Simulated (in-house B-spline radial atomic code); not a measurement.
A run on Gd (an excited or competing configuration) that did not converge. Method: scalar-relativistic (X2C) r2SCAN0, spin-polarised, spherical fractional occupations, exact exchange averaged over the configuration, Fermi nucleus of rms radius 5.1569 fm; computed with a B-spline radial code for spherical atoms.

Command:
```bash
python run_scf.py task.json out
```
Settings (nuclear radius in fm, mass in u):
```
Z                64
configuration    [Xe] 4f8 5d1 6s1
hamiltonian      x2c
method           r2scan0
spin_polarised   True
nucleus          fermi
rms_radius       5.1569
atomic_mass      157.92411
speed_of_light   137.035999084
exact_exchange   averaged over the configuration
```

First and last ten iterations of the last attempt (damped for 15 steps, keeping 80 % of the old Fock matrix, then DIIS):
```
 iter        energy (Eh)    residual
    1      -11270.658829    1.53e-01
    2      -11270.321641    6.42e-02
    3      -11270.612170    3.43e-02
    4      -11270.662937    1.45e-02
    5      -11270.673474    6.97e-03
    6      -11270.395321    5.64e-02
    7      -11270.600609    3.66e-02
    8      -11270.659637    1.49e-02
    9      -11270.672904    6.20e-03
   10      -11270.405744    5.56e-02
  111      -11270.360736    5.85e-02
  112      -11270.352818    5.93e-02
  113      -11270.671997    7.42e-03
  114      -11270.672170    7.29e-03
  115      -11270.675085    4.02e-03
  116      -11270.377591    5.69e-02
  117      -11270.376618    5.70e-02
  118      -11270.376000    5.71e-02
  119      -11270.372671    5.74e-02
  120      -11270.371818    5.75e-02
 not converged after 120 iterations
```

The smallest residual met was 2.5e-03; the threshold is about 6e-07. No energy from this run should be used. Time taken, with all properties: 6 s on 1 thread of Intel(R) Xeon(R) 6975P-C, on a shared host.
